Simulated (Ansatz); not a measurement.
Molecule: ethenyl(trihydroxy)silane, C$_{2}$H$_{6}$O$_{3}$Si (charge 0, singlet). SMILES: O[Si](O)(O)C=C
Coordinates optimised at B3LYP-D3(BJ)/def2-TZVP (Ansatz, a quantum-chemistry and plane-wave program):
```
Si
O 1 1.6377
H 2 0.9611 1 117.51
O 1 1.6413 2 107.22 3 -41.25
H 4 0.9604 1 117.47 2 156.69
O 1 1.6481 2 114.07 3 74.78
H 6 0.9603 1 117.82 2 60.03
C 1 1.8493 2 105.74 3 -163.41
C 8 1.3318 1 123.73 2 -136.78
H 9 1.0849 8 122.38 1 -179.07
H 9 1.0850 10 115.91 8 -179.69
H 8 1.0874 9 118.09 10 0.04
```

Computed values are from Ansatz. Correlated levels leave the core frozen unless marked. Open shells are spin-unrestricted. Spin-orbit coupling is left out. No relativistic terms. Basis-set limits of correlation are two-point, X^-3; Hartree-Fock from the larger set.

```json
{
 "atomisation energy De": "5054.6 kJ/mol at CCSD(T)/CBS(cc-pV(T+d)Z,cc-pV(Q+d)Z)",
 "total_energy": "-594.4549 Eh at CCSD(T)/CBS(cc-pV(T+d)Z,cc-pV(Q+d)Z)",
 "dipole_moment": "1.29 D at CCSD(T)/aug-cc-pV(D+d)Z",
 "T1 diagnostic": "0.011 at CCSD/cc-pV(Q+d)Z"
}
```
